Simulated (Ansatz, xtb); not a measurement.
**Two isomers of C2H6GeOS**

We compare X, `C[C](=O)[GeH2][SH]`, a singlet, with Y, `C1C[S][GeH2][O]1`, a singlet. Both are isolated molecules in the gas phase, relaxed with PBE0-D3(BJ)/def2-SVP; the shapes shown needn't be the lowest conformers.

X (Å):

```xyz
11

C    -0.7169   -0.0978    0.3182
C    -1.1890    1.0272   -0.5537
Ge    0.1540    2.1566   -1.5444
O    -2.3473    1.3300   -0.6915
S     2.2008    1.2536   -1.5904
H    -1.5741   -0.6266    0.7575
H    -0.0862   -0.7887   -0.2631
H    -0.0686    0.3043    1.1142
H     0.3269    3.4860   -0.7920
H    -0.3737    2.3999   -2.9675
H     1.8712    0.2939   -2.4821
```

Y (Å):

```xyz
11

C     0.8727    0.0131   -0.5906
C     1.6657    0.6123   -1.7444
Ge   -0.7512    2.0671   -1.1691
O     0.0426    0.9725    0.0093
S     0.5336    1.4963   -2.8935
H     0.2852   -0.8498   -0.9615
H     1.5709   -0.3613    0.1777
H     2.1692   -0.1702   -2.3311
H     2.4260    1.3173   -1.3741
H    -0.5896    3.5018   -0.6424
H    -2.2282    1.7048   -1.4042
```

**Question.** Estimate which is lower in electronic energy at CCSD(T)/def2-SVP + ΔMP2/def2-TZVPP, and by roughly how much.

**Answer.** The CCSD(T)/def2-SVP + ΔMP2/def2-TZVPP calculation puts structure Y lower, by 15.3 kcal/mol.

The same difference at several levels:

```json
{"level": "PBE0-D3(BJ)/def2-SVP", "geometry": "PBE0-D3(BJ)/def2-SVP", "E(Y) − E(X) (kcal/mol)": "−13.8", "departure from the last row (kcal/mol)": "+1.5", "job, with rough time for the two": "optimisation, 3 min"}
{"level": "HF/def2-SVP", "geometry": "PBE0-D3(BJ)/def2-SVP", "E(Y) − E(X) (kcal/mol)": "−11.1", "departure from the last row (kcal/mol)": "+4.1", "job, with rough time for the two": "part of the CCSD(T) run"}
{"level": "MP2/def2-SVP", "geometry": "PBE0-D3(BJ)/def2-SVP", "E(Y) − E(X) (kcal/mol)": "−13.5", "departure from the last row (kcal/mol)": "+1.8", "job, with rough time for the two": "part of the CCSD(T) run"}
{"level": "CCSD(T)/def2-SVP", "geometry": "PBE0-D3(BJ)/def2-SVP", "E(Y) − E(X) (kcal/mol)": "−11.4", "departure from the last row (kcal/mol)": "+3.9", "job, with rough time for the two": "single point"}
{"level": "CCSD(T)/def2-SVP + ΔMP2/def2-TZVPP", "geometry": "PBE0-D3(BJ)/def2-SVP", "E(Y) − E(X) (kcal/mol)": "−15.3", "departure from the last row (kcal/mol)": "", "job, with rough time for the two": "single point, 56 s"}
```

As drawn, Y has 1 C–S, 1 Ge–O, 1 C–O, 1 C–H in place of 1 C=O, 1 C–Ge, 1 S–H. Structure X has no ring, Y a 5-membered ring.

None of the levels shown reverses the order. The largest departure from CCSD(T)/def2-SVP + ΔMP2/def2-TZVPP is that of HF/def2-SVP, 4.1 kcal/mol. Levels run at GFN2-xTB geometries aren't shown. The last row adds to CCSD(T) the change of the MP2 difference between the two basis sets, here −3.9 kcal/mol, a large step that makes the value less sure.

With thermal terms from frequencies at re-optimised GFN2-xTB minima (ideal gas, soft modes damped towards free rotors, one conformer each, 298.15 K, 1 atm): the zero-point term adds +4.0 kcal/mol; ΔH is −12.6 and ΔG −9.3 kcal/mol.

The correlated steps freeze 17 core orbitals; the filled d shell of Ge is correlated, in a basis made for valence electrons. Programs: Ansatz 0.2.0, xtb 6.7.1; the last row on 2 threads of Intel(R) Xeon(R) Processor @ 2.70GHz on a shared host.
